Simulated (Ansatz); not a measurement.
Input for Ansatz (a quantum-chemistry and plane-wave program): R-PBE0/def2-TZVPP on AlH4NO2 (SMILES [NH2][Al]([OH])[OH]), a point of a torsion scan.

Ansatz 0.2 input:
```yaml
crystal:
  periodic: [false, false, false]
  atoms:
    - {symbol: N, position_ang: [1.42333198, -0.01407586, 0.14621630]}
    - {symbol: Al, position_ang: [0.23861254, -0.07696625, -1.17631250]}
    - {symbol: O, position_ang: [-0.11312032, 1.22620957, -2.12992835]}
    - {symbol: O, position_ang: [-0.50441668, -1.53034097, -1.40633233]}
    - {symbol: H, position_ang: [1.96419177, 0.78872052, 0.42149270]}
    - {symbol: H, position_ang: [1.64147848, -0.80356979, 0.72985415]}
    - {symbol: H, position_ang: [-0.00045303, 2.12877828, -2.38439735]}
    - {symbol: H, position_ang: [-1.11070742, -2.10064415, -1.85477274]}
basis:
  gaussian:
    orbitals: def2-TZVPP
hamiltonian:
  xc: {name: PBE0}
scf: {lower_state_search: off}
```

The log:

```
WARN ansatz: RAYON_NUM_THREADS=1 ignored (pool sized by the plan → 1); use --threads N
Functional definition: PBE0
these checks for a lower state are left out or cut short: stability, starts, cluster_reference, orbital_swaps, neighbouring_geometries, increment
integrals: 0.09 GiB planned
993 factors; their error is unknown
mean field: 0.81 GiB planned
mean field evaluation 1: about -12227.6738 eV, gradient 9.9e1 eV
mean field evaluation 2: about -12204.7697 eV, gradient 1.4e2 eV
mean field evaluation 4: about -12243.7657 eV, gradient 6.1e0 eV
mean field evaluation 8: about -12243.8288 eV, gradient 1.5e-2 eV
mean field evaluation 16: about -12243.8549 eV, gradient 1.4e-5 eV
mean field -12243.85490449 eV, -449.9533685573 hartree, gradient 3.4e-6 eV, S^2 0.000000; 0 other end points of the search recorded, 0 dependent functions left out
reference -12243.85493695 eV, -449.9533697498 hartree; 20, 20 occupied and 171, 171 virtual orbitals, 993 factors
Total energy: -12243.85493695 eV, -449.9533697498 hartree
Checks for a lower state left out: stability, starts, cluster_reference, orbital_swaps, neighbouring_geometries, increment
```

The run converged.

Cost: roughly 4 core-seconds.
